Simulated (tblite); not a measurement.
Isomers of C5H13PSi. Computed values, GFN2-xTB/tblite, gas phase, harmonic and unscaled. This tight-binding method is rough: wavenumbers can miss measured ones by several per cent, in bad cases by 10 to 20. Modes of hydrogen on phosphorus and silicon can be 10 to 20 % off. One conformer each.

Electronic energies: GFN2-xTB at the same geometries; isomer energies are rough at this level and their order can be wrong.

```json
{"SMILES": "CC[C@@H]1CP1[SiH2]C", "electronic energy, lowest = 0 (kcal/mol)": "18.2"}
{"SMILES": "C[C@@H]1CCP[C@@H]1[SiH3]", "electronic energy, lowest = 0 (kcal/mol)": "0.0"}
{"SMILES": "C[C@@H]1CC[C@@H]([SiH3])P1", "electronic energy, lowest = 0 (kcal/mol)": "1.6"}
{"SMILES": "C=CP[Si](C)(C)C", "electronic energy, lowest = 0 (kcal/mol)": "38.6"}
{"SMILES": "C[C@@H]1[C@H]([SiH3])CP1C", "electronic energy, lowest = 0 (kcal/mol)": "13.6"}
{"SMILES": "CC(C)P1C[C@H]1[SiH3]", "electronic energy, lowest = 0 (kcal/mol)": "21.2"}
{"SMILES": "C[SiH2]P(C)C1CC1", "electronic energy, lowest = 0 (kcal/mol)": "22.9"}
{"SMILES": "C=CP(C)[SiH](C)C", "electronic energy, lowest = 0 (kcal/mol)": "34.5"}
```

Problem. How do GFN2-xTB zero-point energies change the relative energies?

Solution. 
```csv
SMILES,ZPE (kcal/mol),of it from modes above 1550 cm⁻¹,electronic (kcal/mol),"with ZPE, lowest = 0 (kcal/mol)",lowest mode (cm⁻¹),rings
C[C@@H]1CCP[C@@H]1[SiH3],101.4,51.1,0.0,0.0,97,1
C[C@@H]1CC[C@@H]([SiH3])P1,101.2,51.0,1.6,1.3,35,1
C[C@@H]1[C@H]([SiH3])CP1C,100.9,52.3,13.6,13.0,76,1
CC[C@@H]1CP1[SiH2]C,102.4,53.7,18.2,19.1,17,1
CC(C)P1C[C@H]1[SiH3],100.6,52.6,21.2,20.3,44,1
C[SiH2]P(C)C1CC1,101.3,54.0,22.9,22.9,36,1
C=CP(C)[SiH](C)C,101.0,57.5,34.5,34.1,29,0
C=CP[Si](C)(C)C,101.4,57.9,38.6,38.5,20,0
```

The zero-point energies span 1.8 kcal/mol, from `CC(C)P1C[C@H]1[SiH3]` to `CC[C@@H]1CP1[SiH2]C`. The order is unchanged.

Problem. What do entropy and thermal enthalpy add at 298.15 K and 1 bar (rigid rotor, harmonic oscillator, one conformer each)?

Solution. 
```json
{"SMILES": "C[C@@H]1CCP[C@@H]1[SiH3]", "point group": "C1", "symmetry number": "1", "S (cal/(mol K))": "92.5", "H − H(0) (kcal/mol)": "6.40", "ZPE + H − H(0) − TS (kcal/mol)": "80.3"}
{"SMILES": "C[C@@H]1CC[C@@H]([SiH3])P1", "point group": "C1", "symmetry number": "1", "S (cal/(mol K))": "95.4", "H − H(0) (kcal/mol)": "6.59", "ZPE + H − H(0) − TS (kcal/mol)": "79.3"}
{"SMILES": "C[C@@H]1[C@H]([SiH3])CP1C", "point group": "C1", "symmetry number": "1", "S (cal/(mol K))": "96.2", "H − H(0) (kcal/mol)": "6.93", "ZPE + H − H(0) − TS (kcal/mol)": "79.2"}
{"SMILES": "CC(C)P1C[C@H]1[SiH3]", "point group": "C1", "symmetry number": "1", "S (cal/(mol K))": "100.9", "H − H(0) (kcal/mol)": "7.32", "ZPE + H − H(0) − TS (kcal/mol)": "77.8"}
{"SMILES": "C[SiH2]P(C)C1CC1", "point group": "C1", "symmetry number": "1", "S (cal/(mol K))": "104.3", "H − H(0) (kcal/mol)": "7.60", "ZPE + H − H(0) − TS (kcal/mol)": "77.8"}
{"SMILES": "C=CP(C)[SiH](C)C", "point group": "C1", "symmetry number": "1", "S (cal/(mol K))": "110.0", "H − H(0) (kcal/mol)": "8.37", "ZPE + H − H(0) − TS (kcal/mol)": "76.6"}
```

Not tabulated: `CC[C@@H]1CP1[SiH2]C` (lowest mode only 16 cm⁻¹); `C=CP[Si](C)(C)C` (lowest mode only 20 cm⁻¹).
